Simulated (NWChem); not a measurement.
Molecule: C₂H₄AlFO; SMILES C=[CH][Al]([OH])[F]

```xyz
9

Al     0.0428    -0.4236     0.0000
F     -0.8629    -1.8218     0.0000
C     -0.7723     1.3198     0.0000
C     -0.0153     2.4285     0.0000
H     -1.8623     1.4532     0.0000
H     -0.4490     3.4371     0.0000
H      1.0804     2.3835     0.0000
O      1.7330    -0.5313     0.0000
H      2.2556    -1.3339     0.0000
```
Atoms are numbered in this order, from 1.

Program: NWChem. Pople sets run with spherical d functions. All runs use the structure optimised with PBE0/def2-SVP. Vzz is the largest principal value of the second derivative of the potential at the nucleus (NWChem prints the opposite sign); η is the asymmetry. Non-relativistic.

```json
[
 {"level": "PBE0/def2-SVP", "Vzz Al1 (a.u.)": "0.821", "η Al1": "0.48", "Vzz O8 (a.u.)": "1.380", "η O8": "0.13", "relative time": "1"},
 {"level": "PBE0/def2-TZVP", "Vzz Al1 (a.u.)": "1.092", "η Al1": "0.45", "Vzz O8 (a.u.)": "1.341", "η O8": "0.10", "relative time": "3"},
 {"level": "PBE/cc-pVTZ", "Vzz Al1 (a.u.)": "1.098", "η Al1": "0.43", "Vzz O8 (a.u.)": "1.313", "η O8": "0.08", "relative time": "5"},
 {"level": "PBE/6-31G*", "Vzz Al1 (a.u.)": "0.752", "η Al1": "0.46", "Vzz O8 (a.u.)": "1.306", "η O8": "0.13", "relative time": "1"}
]
```

Times are rough ratios from one shared machine.
